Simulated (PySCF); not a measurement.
## Fractional electron number in Sc (scandium, neutral)

The 4s beta orbital of [Ar] 3d1 4s2 is emptied in steps (occupation f), with all orbitals relaxed, ending at [Ar] 3d1 4s1. Calculation: PySCF 2.14, in aug-cc-pVTZ-DK (8s7p5d3f2g, 93 functions); scalar relativity by spin-free X2C-1e. The exact energy is a straight line in f; departures are measured from the line between the end points of the same method.

| f | BHandHLYP (eV) | HSE06 (eV) |
| --- | --- | --- |
| 1 | 0.000 | 0.000 |
| 0.75 | -0.248 | -0.389 |
| 0.5 | -0.338 | -0.511 |
| 0.25 | -0.259 | -0.369 |
| 0 | 0.000 | 0.000 |

| method | E(f=0) − E(f=1) (eV) | −ε at f=1 (eV) | −ε at f=0.5 (eV) |
| --- | --- | --- | --- |
| BHandHLYP | 6.373 | 5.075 | 6.342 |
| HSE06 | 6.335 | 4.248 | 6.376 |

Orbital energy along the path (eV):

```tsv
f	BHandHLYP	HSE06
1	-5.075	-4.248
0.75	-5.692	-5.313
0.5	-6.342	-6.376
0.25	-7.039	-7.426
0	-7.708	-7.774
```

Reference removal energy between the ground levels: 6.561 eV (measured; NIST Atomic Spectra Database, ionization energies). The calculation has no spin-orbit coupling.
